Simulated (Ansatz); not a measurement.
Born–Oppenheimer molecular dynamics of a periodic cell of 16 atoms, HF (packed as 8 HF, density as packed 0.89 g/cm³ with natural masses). It goes on from the last frame of an earlier run, with new velocities.

These are results of DFT r2SCAN-D3(BJ), scalar-relativistic, plane waves, PAW in Ansatz, not measurements. Settings: cutoff 500 eV, k mesh 1x1x1, fermi-dirac smearing 0.02 eV, no spin polarisation.

- ensemble: NVT, Langevin thermostat
- time step: 0.5 fs
- steps asked: 90
- set temperature: 250 K
- friction: 1 /fs
- seed: 520907

First frame:

```xyz
16
Lattice="6.6884 0.0000 0.0000 0.0000 6.6884 0.0000 0.0000 0.0000 6.6884" Properties=species:S:1:pos:R:3
F 1.005 1.302 4.783
H 1.823 1.379 4.364
F 5.256 0.823 6.006
H 4.496 0.484 5.511
F 0.002 4.821 2.302
H 0.051 5.458 1.638
F 5.335 4.448 4.366
H 5.801 4.583 3.554
F 0.630 6.485 7.137
H 0.885 6.850 6.319
F 3.396 2.032 3.733
H 3.997 2.000 3.015
F 3.410 5.923 4.912
H 4.017 5.191 4.636
F 4.836 1.925 1.663
H 4.947 1.636 0.770
```

(1) What does the run give?

(2) What happens to the structure?

(3) How do temperature and energy run in time?

Results:

(1) All steps were run.

```
steps done                                               : 90
time covered                                             : 45 fs
mean temperature over the second half                    : 256 K
spread of the potential energy over the second half      : 1.9 meV per atom
mean potential energy of the second half above the start : 2.9 meV per atom
```

A run of 0.045 ps of so small a system gives no equilibrium averages. The friction is so strong that the motion is overdamped, so the time scale means little. Limits of this set-up: coarse k mesh.

(2) Mean squared displacements from the first frame to the last, about the centre of mass: F 0.00 Å², H 0.02 Å². Another seed would give other details.

(3) 
```
time (fs)  T (K)  potential energy less start (eV)
      0.0    234                             0.000
      1.5    225                             0.050
      3.0    220                             0.027
      4.5    219                             0.093
      6.0    227                             0.273
      7.5    238                             0.211
      9.0    236                             0.106
     10.5    267                             0.027
     12.0    297                             0.031
     13.5    278                             0.103
     15.0    236                             0.099
     16.5    226                             0.109
     18.0    211                             0.130
     19.5    294                             0.163
     21.0    259                             0.101
     22.5    261                             0.042
     24.0    176                             0.107
     25.5    226                             0.031
     27.0    259                            -0.003
     28.5    269                             0.007
     30.0    391                            -0.004
     31.5    232                             0.047
     33.0    223                             0.090
     34.5    202                             0.057
     36.0    318                             0.047
     37.5    312                             0.066
     39.0    188                             0.051
     40.5    170                             0.077
     42.0    285                             0.020
     43.5    358                             0.066
     45.0    289                             0.043
```

Run time: 18 min on 1 thread of Intel(R) Xeon(R) Platinum 8488C (Sapphire Rapids), on a shared host, peak memory 0.95 GiB.
